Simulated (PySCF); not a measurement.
Gas-phase reaction: 2 SnCl3 + 4 O ⇌ 2 SnO2 + 3 Cl2

Computed with PySCF (xtb for GFN2) and rigid-rotor harmonic-oscillator thermochemistry at 1 bar. † marks an energy on the PBE0/def2-TZVP geometry and frequencies; other levels use their own. CCSD(T) freezes the core. Open shells (unrestricted): SnCl3 (multiplicity 2), O (multiplicity 3, electronic degeneracy 9); the rest are closed-shell singlets. GFN2 has no spin-polarisation term. Spin-orbit splitting is ignored; it lowers the true energy and changes the entropy of O. B3LYP is the form with VWN-RPA correlation. Sn: scalar-relativistic def2 core potential, no spin-orbit coupling. SnCl3, SnO2: computed as isolated molecules; such fragments, hydroxides, amides, oligomers or adducts are transient or little studied in the gas. CCSD(T) isn't extrapolated to the basis-set limit. The harmonic model lacks anharmonicity and excited electronic states, which grow with temperature; levels with a mode under 35 cm⁻¹ are left out. Soft modes under 120 cm⁻¹ make the harmonic entropy rough for SnCl3. Warning, large T1 diagnostic: SnO2 (CCSD(T)/def2-SVP†).

```
level               ΔE electronic, kJ  ΔH°(298 K), kJ  ΔS°(298 K), J/K  ΔG°(1800 K), kJ
------------------  -----------------  --------------  ---------------  ---------------
B3LYP/def2-TZVP†                 -377            -369             -170              -20
CCSD(T)/def2-SVP†                 -93             -84             -170              265
GFN2-xTB                        -1875           -1869             -173            -1516
PBE0/def2-TZVP                   -316            -308             -170               41
ωB97M-V/def2-TZVP†               -327            -318             -170               31
ωB97X-V/def2-TZVP†               -329            -321             -170               28
```
ΔH° is lowest at GFN2-xTB and highest at CCSD(T)/def2-SVP†. No reference value is set beside these.
